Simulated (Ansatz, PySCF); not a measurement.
Process, species as SMILES: [Cl][Ge][Cl] -> [Cl][Ge] + Cl atom (the Cl-Ge bond at the site shown breaks; other sites are not compared here)
Structures are relaxed separately at B3LYP-D3(BJ)/def2-TZVP in Ansatz (a program for electronic structure).
Geometry of the first species:
SMILES: [Cl][Ge][Cl]
```xyz
3

Ge    -0.0079     0.0041     0.7266
Cl     1.0991     1.2918    -0.6793
Cl    -1.0842    -1.2996    -0.6884
```
Charge 0, spin multiplicity 1.

Wanted: bond dissociation energy (0 K, with B3LYP-D3(BJ) harmonic zero-point energies from PySCF), in kJ/mol. Correlated levels leave the core frozen unless marked. Open shells are spin-unrestricted. Spin-orbit coupling is left out. The frozen core is the preceding noble-gas configuration, with the filled d and f shells of earlier blocks. No relativistic terms. CBS marks a two-point X^-3 extrapolation of the correlation energy; Hartree-Fock from the larger set.

```csv
level,program,bond dissociation energy (kJ/mol)
revPBE-D4/def2-TZVPD,Ansatz + dftd4,406.6
```

**Question.** What does CCSD(T)/CBS(def2-TZVPP,def2-QZVPP) (Ansatz) give?

**Answer.** 406.1 kJ/mol
